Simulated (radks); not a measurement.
Values are calculated unless marked as measured or tabulated.
Excited configurations of Gd II: one electron is placed in a higher orbital outside [Xe] 4f7 5d1. The ground configuration is [Xe] 4f7 5d1 6s1. Level of theory: Dirac Kohn-Sham, PBEsol, spin-unpolarised, spherical densities, finite nucleus; open shells are shared between the two j in proportion to 2j + 1; Fermi nuclear charge, rms radius 5.1569 fm (a radial shooting solver on a logarithmic mesh with Libxc functionals). Excitation = E - E(ground); binding = E(ion) - E, where the ion is the core of charge +2; n* = 2/sqrt(2 binding) in atomic units, and the quantum defect is n - n*. Eigenvalue and <r> are those of j = l + 1/2.

outer orbital  excitation (eV)  binding (eV)     n*  eigenvalue (eV)  <r> (bohr)
5f                       8.526         3.518  3.933           -2.481       8.581
6p                       3.576         8.468  2.535           -6.250       4.681
6d                       7.217         4.827  3.358           -3.588       7.316
6f                       9.665         2.380  4.782           -1.785       14.68
7s                       6.476         5.569  3.126           -4.394       7.609
7p                       7.621         4.424  3.507           -3.413       9.223
7d                       9.098         2.947  4.297           -2.274       13.01
7f                      10.344         1.700  5.658           -1.325       22.12

The Delta-SCF ionisation energy is 12.045 eV (NIST Atomic Spectra Database: 12.08 eV, semi-empirical). Self-interaction in the functional shifts the binding energies and quantum defects, so they are the method's values and not measured ones. Spin polarisation and multiplet splitting are left out, so open shells lie too high by an amount that depends on their filling. Sharing an open shell by 2j + 1 raises it above the true ground level by a part of the spin-orbit splitting, which enters the differences from NIST.

Beside tabulated values, note that spin-unpolarised runs miss the spin-polarisation part of the exchange energy of open shells.
